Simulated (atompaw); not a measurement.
Scattering properties, PAW (atompaw) potential for tantalum (Ta)

* Element: tantalum
* Generator: atompaw 4.2.0.5
* Type: PAW
* Functional: PBEsol
* Relativity: scalar-relativistic
* Frozen core: [Xe]
* Valence charge: 19
* Reference configuration: 4f14 5d3 6s2 6p0
* Partial waves: 6s (bound): rc 2.05 bohr; 6s channel at 1.85 Ry: rc 2.05 bohr; 6p (bound, empty): rc 3.00 bohr; 6p channel at 0.65 Ry: rc 3.00 bohr; 5d (bound): rc 3.00 bohr; 5d channel at 0.45 Ry: rc 3.00 bohr; 4f (bound): rc 1.00 bohr; 4f channel at -1.45 Ry: rc 1.00 bohr
* Local potential: bessel scheme, radius 2.95 bohr
* Core correction: smooth core density matched at 2.05 bohr
* Augmentation charge: besselshape compensation charge, radius 2.40 bohr; PAW radius 3.00 bohr; waves and projectors: custom polynom2 7 10 vanderbiltortho

The phase is arctan(r·u′/u) with u = r·R(r), unwrapped; energies in Ry, scanned from -4 to 5 Ry. A pole is an energy at which the radial function vanishes at the test radius. The pseudo phase is shifted by a multiple of π to meet the all-electron one at the reference energy, and phase errors are pseudo minus all-electron; the curves can meet again beyond the range given. Levels narrower than the energy grid can be missing from the lists of poles. n/a: not evaluated, since a narrow level or a reset projector energy made the automatic matching unsafe.

```json
{"channel": "s", "radius (bohr)": "3.02", "reference energy (Ry)": "-0.40", "poles, all-electron": "1.16", "poles, pseudo": "1.16", "unbroken range about the reference energy with phases within 0.05 rad": "n/a", "phase error 1 Ry above the reference energy (rad)": "n/a"}
{"channel": "p", "radius (bohr)": "3.02", "reference energy (Ry)": "-0.10", "poles, all-electron": "-2.86, 2.45", "poles, pseudo": "2.18, 4.10", "unbroken range about the reference energy with phases within 0.05 rad": "-2.6 to 2.3", "phase error 1 Ry above the reference energy (rad)": "-0.000"}
{"channel": "d", "radius (bohr)": "3.02", "reference energy (Ry)": "-0.27", "poles, all-electron": "0.13, 4.75", "poles, pseudo": "0.13", "unbroken range about the reference energy with phases within 0.05 rad": "below 1.6", "phase error 1 Ry above the reference energy (rad)": "+0.000"}
{"channel": "f", "radius (bohr)": "3.02", "reference energy (Ry)": "-1.82", "poles, all-electron": "2.99", "poles, pseudo": "3.38", "unbroken range about the reference energy with phases within 0.05 rad": "n/a", "phase error 1 Ry above the reference energy (rad)": "n/a"}
```

A Bessel basis up to 400 Ry misses an occupied level by 1.93 Ry, so cutoffs were not judged. Note: ghost state, extra bound levels that the all-electron valence spectrum of the same l lacks: s at -31.2 eV (other channels not judged).

Phases in the s channel:

```
E (Ry)  all-electron  pseudo
 -4.00         1.385   4.524
 -3.76         1.377   4.516
 -3.52         1.368   4.507
 -3.28         1.358   4.496
 -3.04         1.346   4.484
 -2.80         1.333   4.468
 -2.56         1.316   4.447
 -2.32         1.296   4.335
 -2.08         1.270   1.282
 -1.84         1.236   1.242
 -1.60         1.190   1.194
 -1.36         1.123   1.125
 -1.12         1.014   1.016
 -0.88         0.815   0.816
 -0.64         0.395   0.396
 -0.40        -0.354  -0.354
 -0.16        -0.942  -0.942
  0.08        -1.221  -1.220
  0.32        -1.364  -1.364
  0.56        -1.450  -1.450
  0.80        -1.509  -1.509
  1.04        -1.553  -1.553
  1.28        -1.588  -1.588
  1.52        -1.619  -1.619
  1.76        -1.647  -1.647
  2.00        -1.675  -1.675
  2.24        -1.705  -1.705
  2.48        -1.737  -1.737
  2.72        -1.775  -1.774
  2.96        -1.823  -1.822
  3.20        -1.888  -1.885
  3.44        -1.984  -1.979
  3.68        -2.145  -2.133
  3.92        -2.452  -2.421
  4.16        -3.045  -2.979
  4.40        -3.720  -3.659
  4.64        -4.106  -4.071
  4.88        -4.301  -4.279
```
